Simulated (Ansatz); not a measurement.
Basis-set extrapolation for `[BH3-][O+]([SiH3])[SiH3]` (PBE0-D4/def2-TZVP geometry, frozen core, the Gaussian-basis code of Ansatz). Multiplicity 1, RHF reference.

```tsv
	def2-TZVPP	def2-QZVPP
HF	-682.764451	-682.789080
MP2 correlation	-0.628527	-0.673408
CCSD(T) correlation	-0.711963	not run
```

Energies in hartree. Use E(X) = E(∞) + A·exp(−7.88·√X) for Hartree–Fock and E(X) = E(∞) + B·X^(−2.97) for correlation, with X = 3 and 4, and add CCSD(T) minus MP2 of the smaller set to the MP2 limit.

**Question.** What is the CCSD(T) energy at the basis-set limit?

**Answer.** HF limit: -682.789080 + (-0.024629) × 0.13774 = -682.79247. MP2 limit: -0.673408 + (-0.044881) × 0.74074 = -0.70665. Higher-order term: -0.711963 − (-0.628527) = -0.08344. Total: -683.58256 hartree, 278.7 kJ/mol below CCSD(T)/def2-TZVPP.
